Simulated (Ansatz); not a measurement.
CH7AlSi2 (`[SiH3][SiH]1[CH2][AlH]1`). The species carries charge 0 and has multiplicity 1. Geometry: relaxed with PBE0-D4/def2-TZVP.

```xyz
11

Si   -0.477    1.730   -0.885
Si    0.902    0.144    0.107
C     0.126   -1.627    0.010
Al   -0.057   -1.048    1.861
H    -0.121    3.108   -0.450
H    -0.451    1.684   -2.374
H    -1.876    1.452   -0.448
H     2.334    0.278   -0.285
H     0.895   -2.404   -0.078
H    -0.656   -1.817   -0.724
H    -0.618   -1.501    3.266
```

(1) What is the dipole moment at r2SCAN/def2-TZVPP? (Best estimate.)

(2) And with PBE, B3LYP, ωB97M-V? (Estimate.)

(3) Give the Mulliken charges with r2SCAN, PBE, ωB97M-V in def2-TZVPP. (An estimate is asked.)

Answers

(1) Ansatz gave: 1.25 D, with components (-0.11, -1.04, 0.68) D in this frame, pointing from negative to positive charge.

(2) The calculation gave: PBE 1.21 D, B3LYP 1.20 D, ωB97M-V 1.27 D.

(3) Computed: 
```tsv
atom	r2SCAN	PBE	ωB97M-V
Si1	0.17	0.10	0.05
Si2	0.08	0.04	0.07
C3	-0.40	-0.33	-0.45
Al4	0.38	0.26	0.29
H5	-0.06	-0.04	-0.02
H6	-0.07	-0.05	-0.02
H7	-0.08	-0.05	-0.03
H8	-0.09	-0.06	-0.03
H9	0.09	0.10	0.11
H10	0.09	0.10	0.11
H11	-0.12	-0.06	-0.06
```

B3LYP here is the variant with VWN-RPA as its local correlation; programs differ in this.
